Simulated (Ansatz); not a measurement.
Start from `[NH2][SnH2][NH2]` and change one atom or group to get `[NH2][SnH2][OH]`.

Ansatz, PBE0-D4/def2-TZVP geometries, multiplicity 1. Each molecule was computed in one conformer, which needn't be the lowest.

Elements past krypton have def2 core potentials.

```tsv
property	`[NH2][SnH2][NH2]`
HOMO–LUMO gap (PBE/def2-TZVPP) / eV	4.97
HOMO–LUMO gap (PBE0/def2-TZVPP) / eV	7.09
size of the dipole moment (ωB97M-V/def2-TZVPP) / D	1.02
HOMO energy (ωB97M-V/def2-TZVPP) / eV	-9.44
HOMO–LUMO gap (B3LYP/def2-TZVPP) / eV	6.58
size of the dipole moment (B3LYP/def2-TZVPP) / D	0.93
```

**Question.** What does the change do to each property? (Best estimate.)

**Answer.** Ansatz gave: 
```tsv
property	`[NH2][SnH2][OH]`	shift
HOMO–LUMO gap (PBE/def2-TZVPP) / eV	5.00	0.03
HOMO–LUMO gap (PBE0/def2-TZVPP) / eV	7.24	0.15
size of the dipole moment (ωB97M-V/def2-TZVPP) / D	2.73	1.71
HOMO energy (ωB97M-V/def2-TZVPP) / eV	-9.72	-0.28
HOMO–LUMO gap (B3LYP/def2-TZVPP) / eV	6.71	0.13
size of the dipole moment (B3LYP/def2-TZVPP) / D	2.66	1.73
```

With PBE0 the HOMO falls by 0.28 eV and the LUMO falls by 0.13 eV, so the gap widens by about 0.15 eV. PBE moves the HOMO by -0.26 eV and ωB97M-V by -0.28 eV. The zero-point energy changes by -33.2 kJ/mol with -3 modes. Dipoles are sizes alone; their direction can turn.

B3LYP here is the variant with VWN-RPA as its local correlation; programs differ in this.
